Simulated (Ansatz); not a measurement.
H₆SbSi₂ (`[SiH3][Sb][SiH3]`) radical, 9 atoms. Charge 0, multiplicity 2. Correlated methods include outer-core shells of Sb, which these sets cover unevenly. Sb: def2 effective core potential. All runs use 4 threads of an Arm Neoverse V1 on a shared host. Correlated methods freeze the cores. Open-shell runs search over several starts.

Task: Give the basis size and wall time and peak host memory of each of these runs in Ansatz. UHF-CCSD(T)/def2-TZVPP energy; UHF-MP2/def2-QZVPP energy; UKS PBE0-D4/def2-QZVPP energy; UKS ωB97M-V/def2-QZVPP energy; UKS PBE0-D4/def2-TZVP frequencies; direct RPA on PBE orbitals/def2-TZVPP energy; UKS CAM-B3LYP-D4/def2-TZVPP energy; UKS ωB97M-V/def2-SVP energy; UKS SPW92 (LDA)/def2-TZVPP energy; UHF-CCSD(T)/def2-SVP energy; UKS LC-ωPBE/def2-TZVPP energy; UKS r2SCAN-D4/def2-TZVPP energy and forces. (An estimate is asked.)

Result: Computed: Other jobs shared the machine, so times are rough.

```json
{"level": "UKS SPW92 (LDA)/def2-TZVPP", "job": "energy", "functions": "218", "wall time": "1.6 s", "peak host memory (GiB)": "0.31"}
{"level": "UKS LC-ωPBE/def2-TZVPP", "job": "energy", "functions": "218", "wall time": "4.3 s", "peak host memory (GiB)": "0.48"}
{"level": "direct RPA on PBE orbitals/def2-TZVPP", "job": "energy", "functions": "218", "wall time": "6.5 s", "peak host memory (GiB)": "0.65"}
{"level": "UKS CAM-B3LYP-D4/def2-TZVPP", "job": "energy", "functions": "218", "wall time": "7 s", "peak host memory (GiB)": "0.88"}
{"level": "UKS r2SCAN-D4/def2-TZVPP", "job": "energy and forces", "functions": "218", "wall time": "7.5 s", "peak host memory (GiB)": "0.39"}
{"level": "UKS ωB97M-V/def2-SVP", "job": "energy", "functions": "92", "wall time": "8 s", "peak host memory (GiB)": "0.49"}
{"level": "UHF-CCSD(T)/def2-SVP", "job": "energy", "functions": "92", "wall time": "9 s", "peak host memory (GiB)": "0.63"}
{"level": "UKS PBE0-D4/def2-QZVPP", "job": "energy", "functions": "402", "wall time": "19 s", "peak host memory (GiB)": "1.9"}
{"level": "UHF-MP2/def2-QZVPP", "job": "energy", "functions": "402", "wall time": "28 s", "peak host memory (GiB)": "2.1"}
{"level": "UKS ωB97M-V/def2-QZVPP", "job": "energy", "functions": "402", "wall time": "35 s", "peak host memory (GiB)": "2.4"}
{"level": "UKS PBE0-D4/def2-TZVP", "job": "frequencies", "functions": "160", "wall time": "2.3 min", "peak host memory (GiB)": "0.52"}
{"level": "UHF-CCSD(T)/def2-TZVPP", "job": "energy", "functions": "218", "wall time": "5.1 min", "peak host memory (GiB)": "8.7"}
```

LC-ωPBE has ω = 0.4 bohr⁻¹.
